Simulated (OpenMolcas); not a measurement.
Au6+: moving or changing the point charges

Au6+ among 6 point charges of -1.7 e arranged as an octahedron (Oh), 2.22 Å from the ion.
```
   2.2200    0.0000    0.0000  -1.70
   0.0000    2.2200    0.0000  -1.70
  -2.2200    0.0000    0.0000  -1.70
   0.0000   -2.2200    0.0000  -1.70
   0.0000    0.0000    2.2200  -1.70
   0.0000    0.0000   -2.2200  -1.70
```

```
Program             : OpenMolcas 26.06
Method              : CASSCF
Basis               : ANO-RCC-VTZP [8s7p5d3f1g]
Scalar Hamiltonian  : DKH2, point nucleus
Active space        : 5 electrons in 5 orbitals (5d)
State averaging     : 2S+1 = 6 even, 1 root; 2S+1 = 4 even, 24 roots; 2S+1 = 2 even, 75 roots
Spin-orbit coupling : RASSI with atomic mean-field integrals over the reference wave functions
```

Runs around this geometry, states (labels of O, the rotations of Oh). Energies in cm-1 above the lowest state or level, χT in cm3 K/mol; 10Dq and B are least-squares fits to the states below 45000 cm-1, weighted by degeneracy, with a free offset, and given where the rms deviation is under 5 % of |10Dq| (or 100 cm-1) and under 700 cm-1.

| R (Å) | q (e) | Ground state | 10Dq | B (rms of fit) | First gap with spin-orbit (degeneracies) | χT at 300 K | First state of another spin |
| --- | --- | --- | --- | --- | --- | --- | --- |
| 2.22 | -0.85 | 6A1 | 1397 | 1032 (32) | 47.2 (2, 4) | 3.972 | 4T1 31707 |
| 2.01 | -1.7 | 6A1 | 4691 | 1032 (82) | 176.9 (2, 4) | 3.827 | 4T1 29657 |
| 2.22 | -1.7 | 6A1 | 2869 | 1033 (59) | 99.5 (2, 4) | 3.934 | 4T1 30962 |
| 2.33 | -1.7 | 6A1 | 2231 | 1032 (50) | 76.5 (2, 4) | 3.954 | 4T1 31322 |

Taking |10Dq| as R^-n, n = -ln(2231 / 4691) / ln(2.33 / 2.01) = 5.0 between the shortest and longest distance. The point-charge formula for a cubic d site gives n = 5.

Scaling the charges by -0.85 / -1.7 = 0.50 scales |10Dq| by 1397 / 2869 = 0.49; with fixed orbitals a first-order splitting would follow the charge.

Without dynamic correlation the repulsion within the d shell is too large (B by tens of per cent), so at a given field states of lower spin stand too high. Point charges give a weaker field than real ligands, and real ions of this kind are as a rule low spin; the high spin found here belongs to the model. This field is weak: 10Dq is about 1397 cm-1, while octahedral complexes of 5d ions of charge 3 and more, computed by the same method with explicit ligands, had a median near 35000 cm-1. Ground spin and moment need not be those of a real site (figures for R = 2.22, q = -0.85; the like holds for R = 2.01, q = -1.7, R = 2.22, q = -1.7, R = 2.33, q = -1.7). This is an electrostatic model: the charges have no orbitals. No measured value stands beside these numbers.
